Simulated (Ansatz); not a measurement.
The cluster Re₄, relaxed as a singlet with RKS PBE-D4/def2-SVP in Ansatz, starting from the GFN2-xTB geometry. Force threshold 0.02 eV/Å.

In the def2 sets Re takes a core potential; there is no spin–orbit coupling. The restricted singlet is unstable towards broken spin symmetry in Hartree–Fock (as tested in another run); at PBE-D4/def2-SVP this wasn't settled. At PBE0-D4/def2-TZVP a triplet of charge 0 lies 0.19 eV below the restricted singlet, each at its own geometry. The structure comes from a short search, and lower isomers may exist.

Start:

Cartesian coordinates in Å:
```
Re 0.475 1.701 0.129
Re -1.520 0.522 0.736
Re 1.507 -0.516 -0.768
Re -0.461 -1.706 -0.097
```

(1) Estimate the energy that the relaxation releases and the steps that it takes.

(2) Does the start keep its bonding and symmetry?

(3) Predict the relaxed structure.

Results:

(1) 2.44 eV, in 4 steps; 12 s on 2 threads of Intel Xeon Platinum 8375C on a shared host. No frequencies were taken in this run, so the end may be a saddle point.

(2) By distances, no bond broke or formed. The bond that changes most is Re1–Re3, from 2.60 to 2.26 Å (atoms count from 1). Point group D2h at the start, D4h at the end, both within 0.05 Å.

(3) 
```tsv
atom	x (Å)	y (Å)	z (Å)
Re1	0.482	1.525	0.074
Re2	-1.392	0.407	0.679
Re3	1.392	-0.407	-0.679
Re4	-0.482	-1.525	-0.074
```
Bond lengths (bridged metal pairs left out): 6 × Re–Re 2.26 to 3.20 Å.
